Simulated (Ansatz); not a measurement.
C$_{5}$H$_{12}$O$_{3}$Sn, SMILES `C[O][Sn]([O]C)([O]C)[CH]=C` with one electron removed (charge 1, multiplicity 2), frozen-core CCSD(T)/def2-SVP // PBE0-D3(BJ)/def2-SVP (Ansatz, a quantum-chemistry and plane-wave program). The calculation was stopped at its time limit.

Ansatz 0.2 input:
```yaml
crystal:
  periodic: [false, false, false]
  atoms:
    - { symbol: C, position_ang: [-1.717718, -0.829996, 2.908443] }
    - { symbol: C, position_ang: [-1.975557, -0.001815, 1.894368] }
    - { symbol: Sn, position_ang: [-0.562291, 0.141174, 0.357254] }
    - { symbol: O, position_ang: [-0.620215, 0.426168, -1.560972] }
    - { symbol: C, position_ang: [-1.770876, 0.563134, -2.382556] }
    - { symbol: O, position_ang: [1.088266, 1.26501, 0.817913] }
    - { symbol: C, position_ang: [2.052523, 1.63136, -0.090092] }
    - { symbol: O, position_ang: [0.824419, -1.324982, 0.579308] }
    - { symbol: C, position_ang: [1.751225, -1.690063, -0.374238] }
    - { symbol: H, position_ang: [-0.811425, -1.440184, 2.97948] }
    - { symbol: H, position_ang: [-2.43734, -0.924813, 3.730333] }
    - { symbol: H, position_ang: [-2.882073, 0.604989, 1.815291] }
    - { symbol: H, position_ang: [-1.411047, 0.679869, -3.414926] }
    - { symbol: H, position_ang: [-2.420413, -0.326315, -2.344457] }
    - { symbol: H, position_ang: [-2.363454, 1.455572, -2.12372] }
    - { symbol: H, position_ang: [2.648365, 2.454979, 0.34547] }
    - { symbol: H, position_ang: [1.658332, 1.882714, -1.087568] }
    - { symbol: H, position_ang: [2.793355, 0.795805, -0.206371] }
    - { symbol: H, position_ang: [2.628014, -0.992379, -0.347566] }
    - { symbol: H, position_ang: [1.354688, -1.6985, -1.402396] }
    - { symbol: H, position_ang: [2.173218, -2.671625, -0.092998] }
basis:
  gaussian: { orbitals: def2-SVP }
correlation:
  method: ccsd_t
total_charge: 1
magnetization:
  spin_polarized: true
  initial_magnetization: 1
```

The last lines of the output:

```
determinant -17239.33967862 eV, -633.5340479453 hartree, with singles and doubles -17278.48372270 eV, -634.9725650322 hartree
determinant -17238.97349982 eV, -633.5205911225 hartree, with singles and doubles -17278.29883070 eV, -634.9657703766 hartree
determinant -17238.70782455 eV, -633.5108277362 hartree, with singles and doubles -17277.97866192 eV, -634.9540043910 hartree
determinant -17238.34274855 eV, -633.4974114408 hartree, with singles and doubles -17276.55743870 eV, -634.9017754009 hartree
determinant -17241.07709573 eV, -633.5978968463 hartree, with singles and doubles -17279.67152402 eV, -635.0162159256 hartree
determinant -17240.85764712 eV, -633.5898322586 hartree, with singles and doubles -17279.61842284 eV, -635.0142644935 hartree
determinant -17240.63555281 eV, -633.5816704432 hartree, with singles and doubles -17279.68598727 eV, -635.0167474402 hartree
12 core orbitals not correlated
reference -17240.63555281 eV, -633.5816704432 hartree; 32, 31 occupied and 154, 155 virtual orbitals, 2083 factors
second order -36.62480615 eV of doubles, -0.00000000 eV of singles
cycle   1  -37.24674821 eV  change    -3.1e0 eV  update   1.5e-1
cycle   2  -38.37219022 eV  change    -1.1e0 eV  update   5.7e-2
cycle   3  -38.91203109 eV  change   -5.4e-1 eV  update   3.6e-2
cycle   4  -39.05220080 eV  change   -1.4e-1 eV  update   1.6e-2
cycle   5  -39.02299567 eV  change    2.9e-2 eV  update   1.1e-2
cycle   6  -39.03029624 eV  change   -7.3e-3 eV  update   7.0e-3
cycle   7  -39.04405853 eV  change   -1.4e-2 eV  update   5.4e-3
cycle   8  -39.04536363 eV  change   -1.3e-3 eV  update   4.0e-3
cycle   9  -39.04633197 eV  change   -9.7e-4 eV  update   2.5e-3
cycle  10  -39.04984278 eV  change   -3.5e-3 eV  update   1.7e-3
cycle  11  -39.05059005 eV  change   -7.5e-4 eV  update   1.1e-3
cycle  12  -39.05026062 eV  change    3.3e-4 eV  update   7.9e-4
cycle  13  -39.05062696 eV  change   -3.7e-4 eV  update   5.4e-4
cycle  14  -39.05074583 eV  change   -1.2e-4 eV  update   3.5e-4
cycle  15  -39.05064629 eV  change    1.0e-4 eV  update   1.9e-4
cycle  16  -39.05053092 eV  change    1.2e-4 eV  update   1.0e-4
cycle  17  -39.05046828 eV  change    6.3e-5 eV  update   6.1e-5
cycle  18  -39.05048281 eV  change   -1.5e-5 eV  update   4.2e-5
cycle  19  -39.05047629 eV  change    6.5e-6 eV  update   3.0e-5
```
